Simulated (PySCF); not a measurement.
C₆H₁₄S₂, SMILES C(SC)CCCSC.

Geometry: B3LYP-D3(BJ)/def2-SVP. The values are those of a single conformer.

Computed with PySCF with TDA-PBE/def2-SVP.

Vertical excitations. Isolated molecule, no solvent. State labels are in the subgroup C2h.

```tsv
state	symmetry	energy (eV)	λ (nm)	f	main pairs
S1	Au	5.14	241	0.000	HOMO→LUMO 78 %, HOMO−1→LUMO+1 22 %
S2	Bg	5.14	241	0.000	HOMO−1→LUMO 77 %, HOMO→LUMO+1 23 %
S3	Au	5.38	230	0.001	HOMO−1→LUMO+1 77 %, HOMO→LUMO 21 %
S4	Bg	5.38	230	0.000	HOMO→LUMO+1 76 %, HOMO−1→LUMO 23 %
S5	Au	5.80	214	0.002	HOMO→LUMO+2 97 %
S6	Bg	5.81	214	0.000	HOMO−1→LUMO+2 97 %
S7	Bg	5.95	208	0.000	HOMO→LUMO+3 98 %
S8	Au	5.95	208	0.007	HOMO−1→LUMO+3 98 %
S9	Bg	6.46	192	0.000	HOMO→LUMO+4 80 %, HOMO−1→LUMO+6 17 %
S10	Au	6.46	192	0.001	HOMO−1→LUMO+4 79 %, HOMO→LUMO+6 18 %
T1	Au	4.83	256	0	HOMO→LUMO 64 %, HOMO−1→LUMO+1 35 %
T2	Bg	4.84	256	0	HOMO−1→LUMO 63 %, HOMO→LUMO+1 36 %
T3	Bg	5.15	241	0	HOMO→LUMO+1 63 %, HOMO−1→LUMO 37 %
T4	Au	5.16	240	0	HOMO−1→LUMO+1 64 %, HOMO→LUMO 35 %
```
Triplets are in the Tamm–Dancoff approximation.
